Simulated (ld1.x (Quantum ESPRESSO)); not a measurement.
## Plane-wave convergence, TM potential for Ta (Z = 73)

ld1.x (Quantum ESPRESSO) 7.5 input, shortened:

```
&input
   title='Ta', zed=73., rel=1, dft='PBESOL', iswitch=3,
   config='[Xe] 4f14 5d3 6s2 6p0'
 /
 &inputp
   pseudotype=2, tm=.true., lloc=0,
   nlcc=.false.
 /
3
6P  2  1   0.00   0.00  3.40  3.40  0.0
5D  3  2   3.00   0.00  2.70  2.70  0.0
6S  1  0   2.00   0.00  2.70  2.70  0.0
 &test
   configts(1)='5d3 6s2 6p0'
 /
```

The pseudo-atom Hamiltonian at the reference potential is diagonalised in spherical Bessel functions j_l(qr) that vanish at 20 bohr, with q² up to the cutoff. All-electron valence levels (Ry): 6p -0.1002, 5d -0.2661, 6s -0.4021.

Task: How do the lowest levels (Ry) of each channel move with the cutoff, and are there ghosts?

Result:

```csv
cutoff (Ry),p #1,p #2,d #1,s #1,f #1,f #2,Σ f·Δε (mRy)
8,-0.1001,0.0483,-0.0316,-0.3985,0.1077,0.2270,710.8
12,-0.1002,0.0483,-0.1618,-0.4010,0.1077,0.2270,315.1
18,-0.1002,0.0483,-0.2538,-0.4019,0.1077,0.2270,37.2
21,-0.1002,0.0483,-0.2625,-0.4019,0.1077,0.2270,11.0
30,-0.1002,0.0483,-0.2660,-0.4021,0.1077,0.2270,0.3
40,-0.1002,0.0483,-0.2661,-0.4021,0.1077,0.2270,0.1
400,-0.1002,0.0483,-0.2661,-0.4021,0.1077,0.2270,0.0
```

Result: no extra level below or beside the all-electron valence levels (p, d, s, f tested); 10 mRy is reached at 25 Ry and 1 mRy at 30 Ry.
